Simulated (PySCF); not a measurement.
# Two-component Hartree-Fock for Er³⁺ (erbium, charge +3)

Start: [Xe] 4f11; 4f5/2 filled at m_j = -5/2, -3/2, -1/2, +1/2, +3/2, +5/2; 4f7/2 filled at m_j = -1/2, +1/2, +3/2, +5/2, +7/2. Calculated with PySCF 2.14 in x2c-SVPall-2c (7s10p9d3f1g, 112 functions): generalised Hartree-Fock with the X2C-1e Hamiltonian and a Gaussian nucleus; one run each with spin-orbit coupling (SO) switched off, then screened by Boettger's factors.

| spinor shell | electrons | ε, spin-free (eV) | ε, screened SO (eV) | weight of nominal j (screened SO) | rms radius, screened SO (bohr) |
| --- | --- | --- | --- | --- | --- |
| 1s1/2 | 2 | -57807.2 | -57794.1 | 1.000 | 0.0231 |
| 2s1/2 | 2 | -9868.3 | -9864.2 | 1.000 | 0.0935 |
| 2p1/2 | 2 | -8729.6 | -9379.4 | 1.000 | 0.0798 |
| 2p3/2 | 4 | -8729.6 | -8456.8 | 1.000 | 0.0866 |
| 3s1/2 | 2 | -2292.6 | -2291.2 | 1.000 | 0.240 |
| 3p1/2 | 2 | -1939.5 | -2078.5 | 1.000 | 0.231 |
| 3p3/2 | 4 | -1939.5 | -1880.2 | 1.000 | 0.245 |
| 3d3/2 | 4 | -1494.7 | -1520.3 | 0.999 | 0.219 |
| 3d5/2 | 6 | -1494.7 | -1476.4 | 1.000 | 0.222 |
| 4s1/2 | 2 | -506.09 | -505.69 | 1.000 | 0.540 |
| 4p1/2 | 2 | -387.29 | -419.91 | 0.997 | 0.553 |
| 4p3/2 | 4 | -387.29 | -373.22 | 0.999 | 0.584 |
| 4d3/2 | 4 | -224.71 | -232.25 | 0.956 | 0.623 |
| 4d5/2 | 6 | -224.71 | -219.37 | 0.970 | 0.634 |
| 5s1/2 | 2 | -93.537 | -93.470 | 1.000 | 1.33 |
| 5p1/2 | 2 | -62.027 | -66.679 | 0.993 | 1.47 |
| 5p3/2 | 4 | -62.027 | -60.042 | 0.997 | 1.58 |
| 4f5/2 | 6 | -48.139 | -49.205 | 0.709 | 0.832 |
| 4f7/2 | 5 | -48.139 | -46.709 | 0.704 | 0.849 |

```csv
quantity,spin-free,screened SO
E (hartree),-13074.91752,-13085.77537
M_J,15/2,15/2
⟨J²⟩,63.755,63.755
⟨L²⟩,42.003,42.432
⟨S²⟩,3.752,3.768
```

Each row is a mean over spinors that exchange with the open shell spreads, by up to 15.069 eV (4d5/2).

Rows whose weight is well below 1 are mixtures of j = l ± 1/2: exchange outweighs spin-orbit coupling there, and the label is only the starting occupation.

Breit and QED terms are absent; they matter most for the inner s and p1/2 levels.

Densities and radii are taken from the X2C orbitals without a picture-change correction, which distorts them close to the nucleus.

Without spin-orbit coupling the j labels of p, d and f shells carry no meaning; the spin-free column gives the mean over the occupied spinors of each nl shell.
